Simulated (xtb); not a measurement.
Al(F)(NH2)2 (AlFH4N2), SMILES [F][Al]([NH2])[NH2]. All values are semi-empirical tight-binding results from xtb (GFN2-xTB unless named), good for trends rather than for accurate numbers. Coordinates come from a GFN2-xTB optimisation. Other conformers were not sampled.

Optimised geometry:

Bond lengths (Å): Al1–F2 1.653, Al1–N3 1.772, Al1–N6 1.772, N3–H4 1.008, N3–H5 1.010, N6–H7 1.008, N6–H8 1.010. Bond angles (°): F2–Al1–N3 117.5, F2–Al1–N6 117.5, N3–Al1–N6 125.0, Al1–N3–H4 125.9, Al1–N3–H5 124.4, H4–N3–H5 109.7, Al1–N6–H7 125.9, Al1–N6–H8 124.4, H7–N6–H8 109.7.

For metal compounds this method's bond lengths and energies can be far off.

Computed properties:
The point group as xtb finds it is C2v. The orbital gap comes out as 4.12 eV and the zero-point energy is 31.2 kcal/mol. The G − E(el) at 298.15 K (modified RRHO) comes out as 13.0 kcal/mol.

Computed atomic charges and the Wiberg bond orders between heavy atoms:
charges (e) Al1 0.37, F2 -0.27, N3 -0.40, H4 0.17, H5 0.18, N6 -0.40, H7 0.17, H8 0.18. Bond orders Al1–F2 1.21, Al1–N3 1.30, Al1–N6 1.30.
